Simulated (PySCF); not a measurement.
# Reading the logs of faulty runs: AlC2ClH5

These are calculations, not measurements. They come from PySCF 2.14.0, an open-source quantum chemistry program, on an isolated molecule that a program drew, which may never have been made. The molecule is AlC2ClH5 (charge 0, doublet), drawn as the SMILES string `[CH2][Al]([CH3])[Cl]`.

Each row is a Hartree-Fock (HF) and frozen-core CCSD(T) single point in the cc-pV(D+d)Z basis, meant for a local HF minimum. Run 1 is clean. Each other run has one planted mistake out of seven kinds, and not every kind appears here: one electron removed, one electron added, multiplicity raised by two, geometry at a saddle point, minimal basis STO-3G, one bond length entered in bohr, all coordinates scaled. The reference is restricted for singlets and unrestricted otherwise, and also for a bond in bohr. Adding or removing an electron swaps singlet and doublet. Electrons count all cores. HOMO and LUMO are orbital energies over both spins, the gradient is its largest component, and the lowest frequency (negative if imaginary) is given only where the gradient is small. Bond lengths are over the 8 bonds as drawn. T1 is the CCSD diagnostic: over 0.02 (restricted) or 0.045 (unrestricted) a single reference is doubtful.

Geometry of the clean run:
```xyz
9
AlC2ClH5, angstrom
C    -1.5125    1.3190    1.7269
Al   -1.5840    0.4028    0.0396
C    -0.1115    0.2409   -1.2283
Cl   -3.4391   -0.5043   -0.4724
H    -0.6234    1.8235    2.1049
H    -2.3540    1.3938    2.4139
H     0.8072    0.7119   -0.8658
H    -0.3712    0.7044   -2.1867
H     0.1089   -0.8113   -1.4395
```

| run | electrons | basis functions | <S^2> | HOMO (eV) | LUMO (eV) | gradient (hartree/bohr) | lowest frequency (cm^-1) | mean bond (Å) | longest bond (Å) | T1 | HF (hartree) | CCSD(T) (hartree) | mistake |
|---|---|---|---|---|---|---|---|---|---|---|---|---|---|
| 1 | 47 | 99 | 0.758 | -10.60 | 1.05 | 2.0e-05 | 45 | 1.4329 | 2.127 | 0.0098 | -780.12917 | -780.65267 | no fault |
| 2 | 47 | 99 | 0.756 | -10.66 | 1.26 | 8.2e-02 | - | 1.3097 | 1.945 | 0.0085 | -780.05718 | -780.57224 | all coordinates scaled |
| 3 | 47 | 99 | 1.502 | -11.24 | 1.02 | 1.7e-02 | - | 1.5541 | 2.127 | 0.0435 | -780.01048 | -780.52327 | ? |
| 4 | 48 | 99 | 0.000 | -1.18 | 8.14 | 6.4e-02 | - | 1.4329 | 2.127 | 0.0136 | -780.11351 | -780.68433 | ? |

**Which mistake was planted in run 3, and what did it cost?**

The mean bond changes by a factor of 1.085 and the longest by 1.000, so the molecule wasn't scaled as a whole. A length L in bohr read as angstrom grows by (1/0.5292 - 1) L = 0.890 L. The 8 bonds together grew by 8 x 0.1212 = 0.970 Å, which gives L = 1.090 Å. That is the length of one of the C-H bonds, 1.090 Å in the clean geometry. So the mistake is: one bond length entered in bohr. Subtracting run 1 and multiplying by 627.51 kcal/mol a hartree, the energy moved by 74.5 kcal/mol in HF and 81.2 kcal/mol in CCSD(T).

**Which mistake was planted in run 4, and what did it cost?**

It counts 48 electrons, one more than the clean run, at the same geometry and basis. So the mistake is: one electron added. Subtracting run 1 and multiplying by 627.51 kcal/mol a hartree, the energy moved by 9.8 kcal/mol in HF and -19.9 kcal/mol in CCSD(T).

